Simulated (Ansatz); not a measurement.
```xyz
2

C     0.0000    0.0000    0.0000
O     0.0000    0.0000    4.0000
```

Basis set: pcseg-2 (spherical functions). Charge 0, multiplicity 3.

Computed with Ansatz (development build ahead of 0.2.0); each method stands on the lowest determinant of its kind that the runs found. Restricted functionals stand beside restricted open-shell atoms, which can lie above the unrestricted atoms usual in DFT and then raise those values.

Give the atomization energy at this shape (free ground-state atoms in the same class of orbitals less the molecule, no zero-point energy) of triplet CO in separate pieces by PBE (restricted open-shell), PBE0 (restricted open-shell).

| method | atomization energy |
| --- | --- |
| PBE (restricted open-shell) | -1.17 eV |
| PBE0 (restricted open-shell) | -1.88 eV |

Caution: charge can spread falsely over distant fragments; stretched shape with no unrestricted run beside it, a lower state can exist; the molecule lies well above its atoms at this level; the shape is not the minimum.
